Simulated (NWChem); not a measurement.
Species: CHBrF2; SMILES FC(F)Br

Results from NWChem. Medium grid unless said otherwise, to which SCAN and Minnesota functionals are sensitive. Structure relaxed at the PBE0/def2-SVP level. Computed dipoles belong to the equilibrium geometry; the measured one is vibrationally averaged.

Measured dipole moment: 1.50 D (NIST CCCBDB, as tabulated in the package chemicals).

```json
[
 {"level": "LDA (Slater exchange, VWN5)/def2-TZVPD", "dipole moment (D)": "?", "computed − measured": "?", "relative time (rough)": "1"},
 {"level": "PBE/def2-TZVPD", "dipole moment (D)": "1.28", "computed − measured": "-0.22", "relative time (rough)": "1"},
 {"level": "BLYP/def2-TZVPD", "dipole moment (D)": "1.29", "computed − measured": "-0.21", "relative time (rough)": "1"},
 {"level": "TPSS/def2-TZVPD", "dipole moment (D)": "?", "computed − measured": "?", "relative time (rough)": "1"},
 {"level": "r2SCAN/def2-TZVPD", "dipole moment (D)": "1.34", "computed − measured": "-0.16", "relative time (rough)": "1"},
 {"level": "B3LYP/def2-TZVPD", "dipole moment (D)": "1.35", "computed − measured": "-0.15", "relative time (rough)": "1"},
 {"level": "PBE0/def2-TZVPD", "dipole moment (D)": "1.36", "computed − measured": "-0.14", "relative time (rough)": "1"},
 {"level": "M06-2X/def2-TZVPD", "dipole moment (D)": "1.40", "computed − measured": "-0.10", "relative time (rough)": "1"},
 {"level": "CAM-B3LYP/def2-TZVPD", "dipole moment (D)": "1.39", "computed − measured": "-0.11", "relative time (rough)": "10"},
 {"level": "Hartree-Fock/def2-TZVPD", "dipole moment (D)": "1.54", "computed − measured": "+0.04", "relative time (rough)": "1"}
]
```

Task: Some entries are withheld; supply them.

Result: 
- LDA (Slater exchange, VWN5)/def2-TZVPD, dipole moment (D): 1.31
- LDA (Slater exchange, VWN5)/def2-TZVPD, computed − measured: -0.19
- TPSS/def2-TZVPD, dipole moment (D): 1.32
- TPSS/def2-TZVPD, computed − measured: -0.18
